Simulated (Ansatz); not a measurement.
Relaxation of ClH₅HfO₃Si (11 atoms, charge 0, multiplicity 1), to a largest force component of 0.02 eV/Å in at most 40 steps.

All numbers below come from Ansatz, RKS PBE-D4/def2-SVP.

```xyz
11
Properties=species:S:1:pos:R:3
Hf 0.000 0.000 0.000
O 0.000 0.000 2.070
Si -1.315 -0.407 3.034
H -2.239 -1.240 2.270
H -0.851 -1.143 4.206
H -1.999 0.809 3.463
O 1.952 0.000 -0.689
H 2.268 -0.952 -0.806
O -0.975 1.689 -0.689
H -1.933 1.458 -0.912
Cl -1.187 -2.056 -0.839
```

Problem. Where does it end, and by what steps?

Solution. It converged. The force dipped under the threshold on the way, but the program's further checks kept it going. After 22 steps the energy has fallen by 1.090 eV; H4 moved furthest, 1.15 Å.

```
step  energy less start (eV)  largest force component (eV/Å)  accepted
   0                  0.0000                           2.429       yes
   1                 -0.5043                           2.002       yes
   2                 -0.7299                           1.419       yes
   3                 -0.8402                           0.809       yes
   4                 -0.9257                           0.426       yes
   5                 -0.9883                           0.233       yes
   6                 -1.0335                           0.183       yes
   7                 -1.0596                           0.170       yes
   8                 -1.0323                           1.335        no
   9                 -1.0732                           0.121       yes
  10                 -1.0832                           0.088       yes
  11                 -1.0880                           0.026       yes
  12                 -1.0881                           0.062       yes
  13                 -1.0877                           0.235        no
  14                 -1.0889                           0.013       yes
  15                 -1.0887                           0.163        no
  16                 -1.0891                           0.022       yes
  17                 -1.0891                           0.033        no
  18                 -1.0892                           0.015       yes
  19                 -1.0893                           0.018       yes
  20                 -1.0894                           0.021       yes
  21                 -1.0895                           0.022       yes
  22                 -1.0895                           0.019       yes
```

```xyz
11
Properties=species:S:1:pos:R:3
Hf -0.306 -0.289 -0.263
O -0.904 -0.442 1.591
Si -1.359 -0.498 3.202
H -2.567 -1.381 3.360
H -0.232 -1.047 4.036
H -1.697 0.888 3.686
O 1.617 -0.269 -0.295
H 2.573 -0.141 -0.320
O -1.032 1.325 -1.018
H -1.268 2.188 -1.380
Cl -1.103 -2.175 -1.491
```

The run took 78 s on 4 threads of Arm Neoverse N1 (shared host), peak memory 0.21 GiB.
